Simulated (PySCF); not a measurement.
H2Zn, singlet, at a GFN2-xTB geometry (such geometries of metal compounds can be far from the true shape). Base run: M062X/6-31G, TDA (PySCF).

PySCF was given this input:
```python
from pyscf import gto, scf, dft, tdscf

mol = gto.Mole()
mol.atom = '''
    Zn    0.00000000    0.00000000    0.00000000
    H    -0.00000000   -0.00000000   -1.49925462
    H     0.00000000    0.00000000    1.49925462
'''
mol.basis = '6-31g'
mol.verbose = 4
mol.build()

mf = dft.RKS(mol)
mf.xc = 'm062x'
mf.kernel()
td = mf.TDA()
td.nstates = 5
td.kernel()
td.analyze()
```

Variants of this job, named by their change:

```
change                           first excitation (eV)  oscillator strength of the first  second (eV)  core-seconds (rough)
-------------------------------  ---------------------  --------------------------------  -----------  --------------------
base                                              5.81                             0.000         5.81                    10
basis = cc-pVDZ                                   5.84                             0.000         5.84                    20
nstates = 2                                       5.81                             0.000         5.81                     4
functional = pbe0                                  [?]                             0.000          [?]                     6
functional = pbe                                   [?]                             0.000          [?]                     7
nstates = 10                                      5.81                             0.000         5.81                    20
functional = bhandhlyp                            6.24                             0.000         6.24                     4
response = full linear response                   5.80                             0.000         5.80                    20
functional = lc_wpbe                               [?]                             0.000          [?]                     8
functional = b3lyp                                5.89                             0.000         5.89                     5
```

Q: Some entries are withheld; supply them.

A: 
- functional = pbe0, first excitation (eV): 6.01
- functional = pbe0, second (eV): 6.01
- functional = pbe, first excitation (eV): 5.68
- functional = pbe, second (eV): 5.68
- functional = lc_wpbe, first excitation (eV): 6.41
- functional = lc_wpbe, second (eV): 6.41

An iterative solver can miss low states, so a row lists the states that it found.
